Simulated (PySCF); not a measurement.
LuCl3(H2O) at several levels of theory

Computed with PySCF 2.14.0 (density fitting, no spin-orbit coupling) at the geometry relaxed with PBE0:

```xyz
7
LuCl3(H2O) (singlet in the valence; each metal's 4f electrons, 14 of them, lie in its core potential, out of spins and levels)
Lu   -0.0440   -0.0463    0.0463
Cl    1.0432    1.8278    1.1589
Cl   -1.6575   -1.3300    1.3300
Cl    1.0432   -1.1589   -1.8278
O    -1.3304    1.2970   -1.2970
H    -1.5026    2.2334   -1.1275
H    -1.5026    1.1275   -2.2334
```

```csv
level,basis,state,HOMO (eV),gap (eV),charge on Lu1 (e),population of f-type functions on Lu1 (polarisation alone where 4f lies in the core),dipole about the centre of mass (D),largest force component (eV/Å)
PBE0,"Lu lcecp-1-SVP with ECP60, Cl def2-SVP, O def2-SVP, H def2-SVP",singlet,-8.47,7.13,0.79,0.05,5.94,0.02
HF,the same,singlet,-11.71,12.89,1.20,0.05,6.15,0.89
PBE,the same,singlet,-7.05,4.93,0.60,0.05,5.83,0.46
```

In the lcecp rows the 4f levels are missing from HOMO and gap, and the state counts the valence alone.

Charges are Mulliken's, which hang on the basis. The relaxation used the grid (50, 194), these runs (75, 302) or, all-electron (x2c bases, spin-free X2C Hamiltonian), (99, 590).

(1) What does PBE0 with Lu lcecp-1-TZVP with ECP60, Cl def2-TZVP, O def2-TZVP, H def2-TZVP give here?

A frequency check found unstable modes (1, the lowest at -26 cm⁻¹), so the relaxed geometry is a saddle point, or these are noise. An lcecp potential fixes the number of 4f electrons, so in runs with it no electron can move into or out of that shell.

## Answers

(1) state singlet, HOMO (eV) -8.59, gap (eV) 7.04, charge on Lu1 (e) 1.33, population of f-type functions on Lu1 (polarisation alone where 4f lies in the core) 0.06, dipole about the centre of mass (D) 5.86, largest force component (eV/Å) 0.23. Time: 19 s on 2 threads of Arm Neoverse V1, on a shared host, from free ions and atoms.
